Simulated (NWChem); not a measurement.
Molecule: CH4OSTe; SMILES S([Te]O)C

```xyz
8

Te    -0.2567     0.7073    -0.0140
O      1.6195     1.3410     0.2798
H      2.1116     1.1484    -0.5290
S     -0.1551    -1.5794     0.6369
C      0.3545    -2.4732    -0.8639
H     -0.3187    -2.2629    -1.7055
H      0.2943    -3.5433    -0.6134
H      1.3904    -2.2318    -1.1375
```
Atoms are numbered in this order, from 1.

Level: PBE0/def2-SVP with def2 effective core potentials on Te (NWChem), optimised geometry, unscaled harmonic frequencies. def2 effective core potentials on Te; no spin-orbit coupling.

Task: List the harmonic frequencies with IR intensities, and the thermochemistry.

Result: 
```tsv
frequency (cm⁻¹)	IR intensity (km/mol)
94	0.9
119	0.3
173	1.8
198	1.5
359	2.2
396	106.3
598	63.1
716	1.6
955	9.1
959	10.6
997	44.7
1322	6.4
1435	13.7
1447	10.2
3065	14.4
3178	1.0
3195	2.1
3862	85.6
```

```json
{
  "zero_point_energy": "33.0 kcal/mol",
  "thermal correction to the enthalpy at 298.15 K (with zero-point energy)": "37.6 kcal/mol",
  "heat capacity Cv": "20.0 cal/(mol K)",
  "entropy at 298.15 K and 1 atm (symmetry number 1)": "83.5 cal/(mol K)"
}
```

Rigid rotor and harmonic oscillator; modes under 100 cm⁻¹ make the entropy uncertain.
